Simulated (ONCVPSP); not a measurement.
Before and after: ONCV potential for chromium

| Property | Result |
| --- | --- |
| Element | chromium |
| Generator | ONCVPSP 4.0.1 |
| Type | optimised norm-conserving Vanderbilt (ONCV) |
| Functional | LDA (Perdew-Wang 92) |
| Relativity | scalar-relativistic |
| Frozen core | [Ne] |
| Valence charge | 14 |
| Reference configuration | 3s2 3p6 3d5 4s1 |
| Partial waves | 3s+4s: rc 1.55 bohr, ncon 4, nbas 7, qcut 10.3 1/bohr, 2 projectors; 3p: rc 1.00 bohr, ncon 3, nbas 8, qcut 8.7 1/bohr, 1 projector; 3d: rc 1.55 bohr, ncon 4, nbas 9, qcut 8.4 1/bohr, 1 projector |
| Local potential | polynomial inside 1.00 bohr (lpopt 3, dvloc0 0 Ha) |
| Core correction | none |

Change: d: nproj 3.

Cutoffs: the cutoffs (Ha) at which the residual kinetic energy of the hardest occupied pseudo-wave falls to 1 and 0.1 mHa per electron; they do not see the model core or the augmentation charge, which bear on the density cutoff. Errors are all-electron minus pseudo energies relative to the spin-unpolarised reference configuration.

Question: What does the change do?

Answer: The potential gets neither clearly harder nor softer (32 Ha and 48 Ha → 32 Ha and 48 Ha); of the 3 tests that both files solve, the error grows in 1 and shrinks in 1 by more than 15 % and 0.3 meV (median size 4.0 → 3.2 meV); the range in which the d phases agree widens (upper end 1.4 → at the end of the scan); neither file shows a bound ghost.

```tsv
quantity	base	changed
cutoff, loose	32 Ha	32 Ha
cutoff, tight	48 Ha	48 Ha
bound ghosts	none	none
GHOST(+) flags under 300 eV	none	none
tests with a reliable result	3 of 4	3 of 4
error for 3s2 3p6 3d5 4s0, meV [ΔE 7.13 eV]	+3.0	+3.1
error for 3s2 3p6 3d4 4s0, meV [ΔE 23.48 eV]	-6.3	+3.2
error for 3s2 3p6 3d4 4s1, meV [ΔE 8.25 eV]	+4.0	+11
s: phases at 1.58 bohr within 0.05 rad from the reference energy up to (Ha; the scan ends near 5)	to the end of the scan	to the end of the scan
p: phases at 1.01 bohr within 0.05 rad from the reference energy up to (Ha; the scan ends near 5)	to the end of the scan	to the end of the scan
d: phases at 1.58 bohr within 0.05 rad from the reference energy up to (Ha; the scan ends near 5)	1.4	to the end of the scan
```
